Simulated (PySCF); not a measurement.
Species: C₆H₈ClO (doublet state).
Z-matrix (Å and degrees, GFN2-xTB geometry), rows numbered from 1:
```
C 
C   1  1.2933
C   2  1.5189  1  124.93
C   2  1.5138  1  121.93  3   179.45
O   4  1.4252  2  107.41  1  -116.17
C   5  1.3362  4  119.79  2   168.57
C   6  1.3245  5  122.82  4  -159.45
Cl  6  1.7462  5  117.03  4    23.16
H   1  1.0633  2  139.65  3     0.70
H   3  1.0889  2  109.26  1  -114.88
H   3  1.0875  2  108.51  1   126.42
H   3  1.0857  2  111.02  1     5.74
H   4  1.0985  2  109.79  1   124.66
H   4  1.0949  2  110.42  1     4.26
H   7  1.0714  6  121.64  5  -175.56
H   7  1.0736  6  119.77  5     3.48
```

The hyperfine couplings belong to this conformer and change with its torsions.

Identity: `[H]/[C]=C(\C)COC(=C)Cl` [radical].

Level of theory: UKS B3LYP, pcH-1 on C Cl H O, non-relativistic, mean-field spin-orbit, GIAO (PySCF). Isolated species at its GFN2-xTB geometry (one conformer only). A GFN2-xTB geometry isn't a minimum of the functional, and hyperfine couplings can be far from their values at a DFT geometry. No stability test was run, so a lower SCF solution isn't excluded.

Problem. Predict the first-order ENDOR lines of H9, H10/H11/H12 and H13/H14 under fast tumbling at B = 344.4 mT (X band).

Solution. ν± = |νn ± a/2|, one line for each electron-spin manifold; νn = |g_N| × 7.62259 MHz/T × B.

```
     nuclei  isotope     g_N  νn (MHz)  a_iso (MHz)  lower line (MHz)  upper line (MHz)
         H9       1H  5.5857     14.66        36.59              3.63             32.96
H10/H11/H12       1H  5.5857     14.66        -3.41             12.96             16.37
    H13/H14       1H  5.5857     14.66        -1.50             13.92             15.41
```

Problem. Which pairs are centred on the nuclear Larmor frequency, and which on half the coupling?

Solution. Centred on νn, since |a| < 2νn: H10/H11/H12 and H13/H14. Centred on |a|/2 and split by 2νn: H9.

Means are taken over nuclei equivalent by connectivity, which assumes that they swap fast.
